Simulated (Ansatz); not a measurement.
Reaction (ligand exchange at the Si–O bond): `C[SiH](O)Cl` + HCl → `C[SiH](Cl)Cl` + H₂O

Computed with Ansatz on PBE0-D4/def2-TZVP structures; ΔE is electronic, products minus reactants. CBS: MP2 limit from def2 TZ/QZ plus the TZ coupled-cluster correction, frozen cores. This one scheme is used for every species. DFT in def2-TZVPP. One conformer a species, not always the lowest.

Problem. Is it downhill or uphill in electronic energy at CCSD(T)/CBS, and by how much? (An estimate is asked.)

Solution. Computed: Nearly level: ΔE = -0.1 kcal/mol.

Problem. What do these levels give: LDA (SPW92), B2PLYP, BLYP, r2SCAN, HF/def2-SVP, CCSD(T)/def2-TZVPP? (An estimate is asked.)

Solution. Ansatz gave: LDA (SPW92) 0.8, B2PLYP 1.3, BLYP 1.6, r2SCAN 0.5, HF/def2-SVP 0.9, CCSD(T)/def2-TZVPP 1.3 kcal/mol.

Largest T1 diagnostic among the species: 0.010.

Leaving LDA and LC-ωPBE aside and taking each functional with its dispersion term where it has one, the values, not all of them listed here, spread over 3.3 kcal/mol, from revPBE-D4 to CAM-B3LYP-D4. LDA lies +1.3 kcal/mol from PBE without D4. At CCSD(T), def2-SVP lies +1.0 kcal/mol from the extrapolated value and def2-TZVPP +1.4 kcal/mol. In def2-TZVPP, CCSD(T) changes the Hartree–Fock value by −1.3 kcal/mol (the triples alone add −0.3 kcal/mol) and MP2 by −2.4 kcal/mol.
